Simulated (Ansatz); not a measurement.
Basis-set series for `[F][Sn]([I])([I])[I]`. Charge 0, multiplicity 1. Sn, I takes the def2 core potential. The geometry is a stationary point of PBE0-D4/def2-TZVP.

```json
{"functional": "PBE0-D4", "basis": "def2-SVP", "functions": "118", "energy (Eh)": "-1207.28801", "HOMO (eV)": "-8.08", "LUMO (eV)": "-3.60"}
{"functional": "PBE0-D4", "basis": "def2-TZVPP", "functions": "231", "energy (Eh)": "-1207.45683", "HOMO (eV)": "-8.12", "LUMO (eV)": "-3.56"}
{"functional": "ωB97M-V", "basis": "def2-SVP", "functions": "118", "energy (Eh)": "-1207.20200", "HOMO (eV)": "-10.17", "LUMO (eV)": "-1.75"}
{"functional": "ωB97M-V", "basis": "def2-TZVPP", "functions": "231", "energy (Eh)": "-1207.37553", "HOMO (eV)": "-10.23", "LUMO (eV)": "-1.76"}
```

(1) Give the rows for def2-QZVPP. (Best estimate.)

Answers

(1) Computed: 
| functional | basis | functions | energy (Eh) | HOMO (eV) | LUMO (eV) |
| --- | --- | --- | --- | --- | --- |
| PBE0-D4 | def2-QZVPP | 385 | -1207.46891 | -8.13 | -3.55 |
| ωB97M-V | def2-QZVPP | 385 | -1207.38715 | -10.24 | -1.77 |
